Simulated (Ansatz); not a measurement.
Reaction (atomization): `C[CH](C)[Ga]([OH])[CH](C)C` → 6 C• + Ga• + 15 H• + O•

Program: Ansatz. Geometries: PBE0-D4/def2-TZVP. ΔE: electronic, gas phase. CBS: MP2 limit from def2 TZ/QZ plus the TZ coupled-cluster correction, frozen cores. This one scheme is used for every species, atoms too. For atomizations the MP2-based limit and the directly extrapolated one differ by several kJ/mol either way, and by 10 to 25 for some Ge, Se and Sn compounds, so smaller differences from it don't rank the levels. DFT in def2-TZVPP. B3LYP here is the variant with VWN-RPA as its local correlation; programs differ in this. No spin–orbit coupling; open shells (•) take unrestricted orbitals. Spin–orbit coupling would lower the free atoms: a little for C, O; clearly for Ga. For Ga outer-core shells are correlated without core-valence functions, so the limit isn't a true one: a few kJ/mol of doubt a bond, and 10 to 20 or more in all where bonds break to atoms. Scalar relativity is left out up to krypton. Each species was taken in one conformer, which may not be the lowest.

| level | ΔE (kJ/mol) | difference from CCSD(T)/CBS |
| --- | --- | --- |
| B3LYP-D4 | 8805.6 | -33.8 |
| PBE-QIDH | 8808.4 | -31.0 |
| r2SCAN | 8826.7 | -12.7 |
| PBE0 | 8808.7 | -30.7 |
| B3LYP | 8721.4 | -118.0 |
| BHLYP | 8542.4 | -297.0 |
| CAM-B3LYP | 8802.6 | -36.8 |
| HF/def2-TZVPP | 6585.8 | -2253.6 |
| HF/CBS(def2) | 6592.4 | -2247.0 |
| CCSD/CBS(def2) | 8728.9 | -110.5 |
| CCSD(T)/CBS | 8839.4 | 0 |

Largest T1 diagnostic among the species: 0.013.

Leaving LDA and LC-ωPBE aside and taking each functional with its dispersion term where it has one, the values, not all of them listed here, spread over 353.0 kJ/mol, from BHLYP-D4 to PBE-D4. LDA lies +1095.2 kJ/mol from PBE without D4, its usual overbinding. From PBE to PBE0 (25 % exact exchange), in def2-TZVPP and without D4, ΔE moves by −98.3 kJ/mol: exact exchange takes away binding that semilocal exchange gives to molecules. At CCSD(T), def2-SVP lies −371.6 kJ/mol from the extrapolated value and def2-TZVPP −184.0 kJ/mol: correlation converges slowly with the basis, and small sets miss more of it in the bonded molecule than in its fragments.
